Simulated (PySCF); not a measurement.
```xyz
3
charge 0 multiplicity 5, angstrom
Cr    0.0000    0.0000   -0.0348
H     1.3598    0.0000    0.8963
H    -1.3598    0.0000    0.8963
```

Computed with UPBE0 in PySCF with Cr def2-TZVP, H def2-TZVP; no relativity; density-fitted integrals.

This geometry of CrH2 is a stationary point at this level.

(1) What is the point group?

(2) Is it a minimum?

(3) What are the dipole moment and the gap between the highest occupied and lowest empty levels of either spin?

(4) What is the atomisation energy, with and without zero-point energy?

## Answers

(1) C2v.

(2) Yes: all harmonic wavenumbers are real.

(3) 3.51 D and 4.31 eV.

(4) 395 kJ/mol without, 372 kJ/mol with.

This need not be the most stable arrangement of these atoms. Other spin states or occupations of the open shell can lie lower.
